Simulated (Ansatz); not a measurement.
ClGaH₂OS, SMILES `[OH][Ga]([SH])[Cl]`, relaxed with RKS PBE0-D4/def2-TZVP in Ansatz from a GFN2-xTB geometry. The force threshold is 0.005 eV/Å; the program also tests the step.

Total charge 0; spin multiplicity 1.

Start:

```xyz
6

O    -0.812    1.057   -1.133
Ga   -0.137    0.000    0.070
S     1.984   -0.526   -0.241
Cl   -1.342   -0.667    1.660
H    -1.693    1.419   -1.212
H     2.001   -1.284    0.856
```

(1) How much energy does the relaxation release, and in how many steps? (Best estimate.)

(2) Which bonds change most? (An estimate is asked.)

(3) Give the relaxed structure. (Best estimate.)

Results:

(1) Computed: 0.10 eV, in 7 steps.

(2) Ansatz gave: Ga2–Cl4 from 2.104 to 2.139 Å; Ga2–S3 from 2.208 to 2.174 Å; O1–Ga2 from 1.737 to 1.770 Å; S3–H6 from 1.334 to 1.344 Å.

(3) Ansatz gave: 
```xyz
6

O    -0.808    1.120   -1.226
Ga   -0.088    0.044   -0.019
S     1.995   -0.551   -0.211
Cl   -1.305   -0.640    1.601
H    -1.731    1.322   -1.050
H     1.937   -1.295    0.906
```
